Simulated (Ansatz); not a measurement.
One change: `C#[C][Al]([CH3])[F]` becomes `C[NH][Al]([CH3])[F]`.

Ansatz, PBE0-D4/def2-TZVP geometries, multiplicity 1. Each molecule was computed in one conformer, which needn't be the lowest.

```
                                        property  `C#[C][Al]([CH3])[F]`
  size of the dipole moment (PBE/def2-TZVPP) / D                   1.90
               HOMO energy (PBE/def2-TZVPP) / eV                  -7.09
               LUMO energy (PBE/def2-TZVPP) / eV                  -1.99
size of the dipole moment (B3LYP/def2-TZVPP) / D                   1.94
           LUMO energy (ωB97M-V/def2-TZVPP) / eV                   0.58
            HOMO–LUMO gap (PBE0/def2-TZVPP) / eV                   7.15
```

Q: Give the same properties after the change, and the shifts. (Estimate.)

A: Computed: 
```csv
property,`C[NH][Al]([CH3])[F]`,shift
size of the dipole moment (PBE/def2-TZVPP) / D,2.01,0.11
HOMO energy (PBE/def2-TZVPP) / eV,-5.51,1.58
LUMO energy (PBE/def2-TZVPP) / eV,-0.74,1.25
size of the dipole moment (B3LYP/def2-TZVPP) / D,2.04,0.10
LUMO energy (ωB97M-V/def2-TZVPP) / eV,1.49,0.91
HOMO–LUMO gap (PBE0/def2-TZVPP) / eV,6.90,-0.25
```

With PBE0 the HOMO rises by 1.48 eV and the LUMO rises by 1.23 eV, so the gap narrows by about 0.25 eV. PBE moves the HOMO by 1.58 eV and ωB97M-V by 1.39 eV. Dipoles are sizes alone; their direction can turn.

B3LYP here is the variant with VWN-RPA as its local correlation; programs differ in this.
